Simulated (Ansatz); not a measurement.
Basis-set series for `C[N](C)[Cu-][NH3+]`. The species carries charge 0 and has multiplicity 1. All single points use the PBE0-D4/def2-TZVP geometry. It is one conformer, not always the lowest.

```
functional       basis  functions  energy (Eh)  HOMO (eV)  LUMO (eV)
   PBE0-D4    def2-SVP        132  -1830.81770      -3.65      -0.27
   PBE0-D4  def2-QZVPP        598  -1831.33463      -4.10      -0.90
   ωB97M-V    def2-SVP        132  -1831.08297      -5.93       0.99
   ωB97M-V  def2-QZVPP        598  -1831.60847      -6.36       0.04
```

Q: Give the rows for def2-TZVPP. (Best estimate.)

A: Computed: 
```tsv
functional	basis	functions	energy (Eh)	HOMO (eV)	LUMO (eV)
PBE0-D4	def2-TZVPP	314	-1831.28103	-4.03	-0.57
ωB97M-V	def2-TZVPP	314	-1831.55632	-6.30	0.68
```

Positive LUMOs are unbound and depend on the basis. Scalar relativity is left out up to krypton.
